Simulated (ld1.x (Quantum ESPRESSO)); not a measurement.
## thallium (Tl): excitation energies, all-electron against TM

- Element: thallium (Tl)
- Generator: ld1.x (Quantum ESPRESSO) 7.5
- Type: norm-conserving Troullier–Martins (Kleinman–Bylander form)
- Functional: PBE
- Relativity: fully relativistic
- Frozen core: [Xe] 4f14 5d10
- Valence charge: 3
- Reference configuration: 6s2 6p1
- Partial waves: 6p (bound): rc 2.65 bohr; 6s (bound): rc 1.90 bohr
- Local potential: the s channel
- Core correction: Bessel-smoothed model core inside 1.95 bohr

Open shells are filled in proportion to 2j + 1 (rel_dist='average').

Energies are relative to the spin-unpolarised reference configuration 6s2 6p1; without spin polarisation the order of configurations can differ from experiment. The frozen-core shift is the all-electron ΔE with the core orbitals held at their reference shape minus the fully relaxed ΔE.

```
valence configuration  charge  ΔE all-electron (eV)  error AE − PS (meV)  frozen-core shift (meV)
              6s1 6p0      +2                26.058                 -395                     +430
              6s1 6p2       0                 7.284                  -48                      +47
              6s0 6p3       0                14.954                 -188                     +182
              6s1 6p1      +1                13.422                 -130                     +140
            6s2 6p1.3    -0.3                -0.519                 -0.6                     +0.7
```

(1) What are ΔE and the potential's error for 6s2 6p0.5?

(2) What are ΔE and the potential's error for 6s2 6p0?

Results:

(1) ΔE = 1.901 eV all-electron; the error (AE − PS) is -5.0 meV.

(2) ΔE = 5.273 eV all-electron; the error (AE − PS) is -30 meV.
